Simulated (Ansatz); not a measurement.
CH4AlClOSi, SMILES `[Cl][AlH][SiH]1CO1`, relaxed with RKS PBE-D4/def2-SVP in the Gaussian-basis code of Ansatz from a rough embedded geometry. The force threshold is 0.03 eV/Å; the program also tests the step.

Total charge 0; spin multiplicity 1.

Start:

```xyz
9

Cl   -3.001   -0.382   -0.818
Al   -1.573    1.142   -0.311
Si    0.652    0.501    0.071
C     1.097   -1.223    0.006
O     0.708   -0.790    1.252
H    -2.027    2.679   -0.191
H     1.772    1.489    0.402
H     0.278   -1.901   -0.413
H     2.095   -1.514    0.002
```

```tsv
step	energy (eV)	largest force (eV/Å)	largest move (Å)
1	-30119.6827	3.182	0.000
2	-30120.0340	1.266	0.171
3	-30120.0991	0.250	0.071
4	-30120.1043	0.103	0.037
5	-30120.1068	0.102	0.029
6	-30120.1093	0.063	0.081
7	-30120.1097	0.035	0.044
8	-30120.1107	0.028	0.060
9	-30120.1112	0.021	0.033
```

End:

```xyz
9

Cl   -2.869   -0.411   -0.594
Al   -1.586    1.249   -0.277
Si    0.677    0.558    0.237
C     1.047   -1.252   -0.025
O     0.636   -0.838    1.288
H    -2.191    2.715   -0.451
H     1.852    1.465    0.485
H     0.329   -1.908   -0.558
H     2.106   -1.577   -0.104
```

It took 12 s on 4 threads of a server CPU on a shared host, with 0.2 GiB of host memory at the peak.
